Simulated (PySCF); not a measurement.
Species: C6H10OP2.
Z-matrix (Å and degrees, PBE0-D3(BJ)/def2-SVP geometry), rows numbered from 1:
```
P 
C   1  1.8667
C   2  1.5241  1  118.43
P   3  1.8717  2  113.55  1    64.70
C   4  1.8196  3   99.68  2   170.04
C   5  1.4384  4  125.96  3    90.75
C   6  1.3612  5  106.25  4   178.23
O   7  1.3489  6  110.37  5    -0.42
C   8  1.3461  7  107.47  6     0.44
H   1  1.4308  2   96.76  3    45.50
H   1  1.4288  2   97.54  3   -48.48
H   2  1.1041  1  106.33  3   125.40
H   2  1.1029  1  105.55  3  -123.20
H   3  1.1034  2  110.18  1   -54.33
H   3  1.1022  2  110.65  1  -172.14
H   4  1.4297  3   96.62  2    72.32
H   6  1.0882  5  127.02  4    -1.30
H   7  1.0871  6  133.41  5  -179.96
H   9  1.0876  5  132.65  4     1.35
```

Level: PBE0/pcSseg-1 in PySCF, non-relativistic, on one gas-phase PBE0-D3(BJ)/def2-SVP geometry that isn't relaxed in the solvent. The solvent is an IEF-PCM continuum (Bondi radii, 1.10 Å for H, scaled by 1.2). Only the electrostatic response of the medium enters.

Gas phase at PBE0/pcSseg-1: HOMO -6.61 eV, LUMO -0.08 eV, dipole 1.83 D.

**Question.** What does the continuum do to the energy, the frontier levels and the dipole at PBE0/pcSseg-1 in benzene and tetrahydrofuran?

**Answer.** 
```json
{"solvent": "benzene", "ε": "2.271", "E(solvent) − E(gas) (kcal/mol)": "-2.48", "polarisation term (kcal/mol)": "-2.62", "distortion of the solute (kcal/mol)": "0.14", "HOMO (eV)": "-6.56", "LUMO (eV)": "-0.01", "dipole (D)": "2.06"}
{"solvent": "tetrahydrofuran", "ε": "7.426", "E(solvent) − E(gas) (kcal/mol)": "-4.67", "polarisation term (kcal/mol)": "-5.21", "distortion of the solute (kcal/mol)": "0.54", "HOMO (eV)": "-6.55", "LUMO (eV)": "0.01", "dipole (D)": "2.28"}
```

The polarisation term is half the interaction of the solute with the surface charges that it induces; the rest is the cost of distorting the solute's density. The sum is the electrostatic part of solvation alone. From benzene to tetrahydrofuran the lowering changes by a factor 1.89, Onsager's factor (ε − 1)/(2ε + 1) by 1.77 and ε itself by 3.3.

**Question.** Which radius a makes the point-dipole formula ΔE = −[(ε − 1)/(2ε + 1)]·μ²/a³ give the value in tetrahydrofuran, with the gas-phase dipole?

**Answer.** μ = 0.720 au and |ΔE| = 0.00744 Eh give a = 1.61 Å; the farthest nucleus lies 4.57 Å from the centroid of the nuclei, so such a sphere wouldn't even hold the nuclei. The formula assumes a rigid point dipole at the centre of a sphere.

**Question.** Which ESP-fitted charges (PBE0/pcSseg-1) respond most in benzene (means over atoms taken as equivalent)?

**Answer.** 
```csv
atoms,environment,gas (e),solvent (e),change
P1,phosphine phosphorus,-0.386,-0.422,-0.036
P4,phosphine phosphorus,-0.390,-0.424,-0.034
C2,sp3 carbon bound to phosphorus,+0.181,+0.202,+0.021
H16,P–H hydrogen,+0.124,+0.138,+0.014
C3,sp3 carbon bound to phosphorus,-0.047,-0.034,+0.013
C6,aromatic CH carbon,-0.425,-0.436,-0.011
```

Hardware: Arm Neoverse V1, one thread, shared host. Cost: 38 s wall, 1.2 GiB resident at most. This is the whole shielding run at PBE0/pcSseg-1 in tetrahydrofuran, SCF included.
